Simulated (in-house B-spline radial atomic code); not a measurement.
K. Computed with a B-spline radial atomic code. Model: non-relativistic spherical atom: semilocal Troullier-Martins pseudo-atom, one channel per l, against all electrons, high spin, G0W0 and RPA with empty states to l = 8, local potential for every l without a channel, a model core (radius 0 = none) keeps its share of the functional.

What the tables leave out is listed at the end.

The pseudopotential gives back the lowest level of each angular momentum of its own functional in the configuration it was made in; a second state of the same l is only approximately right. Exact exchange, RPA and GW see the smooth pseudo-orbitals and miss the exchange with the core, for which the functional's share stands in. The column with an uncorrelated core keeps all orbitals and exact exchange, and so separates missing core correlation from pseudisation. Only the three outermost levels and the lowest empty one were computed. RPA here is direct RPA, with no exchange kernel, and its energies carry an (l + 1/2)⁻⁴ tail. A hybrid on a potential with a model core restores only its own semilocal share of the core's exchange.

Command:
```bash
python run_psgw.py task.json out
```
Settings (lengths in bohr, energies in hartree):
```
Z                      19
electrons              19
configuration          [Ar] 4s1
generated_in           [Ar] 4s1
functional             pbe,pbe
core_shells            4
radius_factor          1.15
core_correction        True
ion_configuration      [Ne] 3s2 3p6
```

Cost of the run: 44 s on 1 thread of Arm Neoverse N1, on a shared host.

Given: made with PBE; model core radius 0.711 bohr; local radius 1.642 bohr; mean-field start PBE0.

Valence shells of the generating configuration: 3p, 4s.

Channel: s 3.4, p 1.332 (radii in bohr).

Computed: largest level miss in the spin-unpolarised generating configuration 0.001 eV; valence RPA correlation energy all-electron orbitals -0.3108 hartree; valence RPA correlation energy pseudo -0.38869 hartree; pseudo-atom RPA polarisability 121.84 bohr³; ionisation by mean-field all-electron 4.3765 eV; ionisation by RPA all-electron 4.6574 eV; ionisation by RPA pseudo minus all 0.207 eV.

```tsv
level	occupied	mean-field all-electron (eV)	mean-field pseudo minus all (eV)	G0W0 all-electron (eV)	G0W0 uncorrelated core minus all (eV)	G0W0 pseudo minus all (eV)	exchange self-energy all-electron (eV)	exchange self-energy pseudo (eV)
4s up	1	-2.9886	-0.059	-4.5761	0.005	-0.155	-5.6377	-5.7475
4s down (empty)	0	-1.0057	-0.059	-0.36394	0.007	-0.069	-0.76724	-0.74375
```

(1) What is the ionisation by mean-field pseudo minus all?

(2) What is the all-electron RPA polarisability, core included?

## Answers

(1) 0.101 eV.

(2) 131.32 bohr³.

Among the listed levels the largest G0W0 shift of the pseudo-atom is -0.15 eV, for 4s up on the PBE0 start, while leaving the core uncorrelated moves that level by +0.01 eV. So pseudisation and the lost core exchange, not the missing core correlation, make the error. Not in the tables (levels of low weight, unsolved or above zero; the highest and the empty levels are kept at any weight): on PBE, a start not tabulated, the G0W0 levels 4s up (pseudo minus all -0.08 eV, weights 0.56 and 0.61), 3p down (pseudo minus all +0.95 eV, weights 0.09 and 0.09), 3p up (pseudo minus all +0.96 eV, weights 0.09 and 0.09), 4s down (pseudo minus all -0.13 eV, weights 0.74 and 0.72); on PBE0 the G0W0 levels 3p down (pseudo minus all +2.05 eV, weights 0.43 and 0.08), 3p up (pseudo minus all +2.04 eV, weights 0.42 and 0.08); no Hartree-Fock pseudo-atom is run with a model core.
